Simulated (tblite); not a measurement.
Species: C3H16Si4.
Numbering: `[CH3:1][CH2:2][SiH2:3][Si@@H:4]([SiH3:5])[SiH2:6][CH3:7]` (hydrogens: H8, H9, H10 on C1; H11, H12 on C2; H13, H14 on Si3; H15 on Si4; H16, H17, H18 on Si5; H19, H20 on Si6; H21, H22, H23 on C7)

The geometry is computed with GFN2-xTB (gas phase).

(1) Give the optimised bond lengths and angles.

## Answers

(1) 
| bond | length (Å) |
| --- | --- |
| C1–C2 | 1.522 |
| C2–Si3 | 1.907 |
| Si3–Si4 | 2.333 |
| Si4–Si5 | 2.331 |
| Si4–Si6 | 2.333 |
| Si6–C7 | 1.901 |
| C1–H8, C1–H9, C1–H10 | 1.088 |
| C2–H11 | 1.092 |
| C2–H12 | 1.092 |
| Si3–H13 | 1.471 |
| Si3–H14 | 1.473 |
| Si4–H15 | 1.482 |
| Si5–H16, Si5–H17, Si5–H18 | 1.466 |
| Si6–H19 | 1.471 |
| Si6–H20 | 1.471 |
| C7–H21, C7–H22, C7–H23 | 1.086 |

Bonds in one row agree within 0.01 Å and their mean is given. A selection of angles:
| angle | degrees |
| --- | --- |
| C2–C1–H8 | 110.5 |
| H8–C1–H9 | 108.1 |
| C1–C2–Si3 | 113.4 |
| C1–C2–H11 | 108.9 |
| C1–C2–H12 | 109.0 |
| Si3–C2–H11 | 109.6 |
| Si3–C2–H12 | 109.6 |
| H11–C2–H12 | 106.1 |
| C2–Si3–Si4 | 107.7 |
| C2–Si3–H13 | 107.1 |
| C2–Si3–H14 | 107.1 |
| Si4–Si3–H13 | 115.3 |
| Si4–Si3–H14 | 114.2 |
| H13–Si3–H14 | 105.0 |
| Si3–Si4–Si5 | 111.8 |
| Si3–Si4–Si6 | 113.0 |
| Si3–Si4–H15 | 106.2 |
| Si5–Si4–Si6 | 112.3 |
| Si5–Si4–H15 | 106.9 |
| Si6–Si4–H15 | 106.1 |
| Si4–Si5–H16 | 114.3 |
| Si4–Si5–H17 | 110.5 |
| H16–Si5–H17 | 106.0 |
| Si4–Si6–C7 | 108.1 |
| Si4–Si6–H19 | 114.4 |
| Si4–Si6–H20 | 114.2 |
| C7–Si6–H19 | 107.2 |
| C7–Si6–H20 | 107.1 |
| H19–Si6–H20 | 105.3 |
| Si6–C7–H21 | 111.2 |
| H21–C7–H22 | 107.4 |

Torsions: C1–C2–Si3–Si4 178° (antiperiplanar); C2–Si3–Si4–Si5 -45° (synclinal); Si3–Si4–Si6–C7 -58° (synclinal).

Si5 (SiH3 silicon) is distorted tetrahedral (angles from 105.8° to 114.3°). Si4 (SiH silicon) is distorted tetrahedral (angles from 106.1° to 113.0°). Si3 (SiH2 silicon) is distorted tetrahedral (angles from 105.0° to 115.3°). All 3 Si–Si bonds measure 2.331 to 2.333 Å. Si6 (SiH2 silicon) is distorted tetrahedral (angles from 105.3° to 114.4°).

Point group: C1 (no symmetry element, even within 0.4 Å). Its GFN2-xTB frequencies are all real (lowest 18 cm⁻¹). One conformer, not necessarily the lowest. 3 starts were optimised and ended at 0.00, 1.17 and 1.38 kcal/mol (GFN2-xTB); the lowest of these is shown.
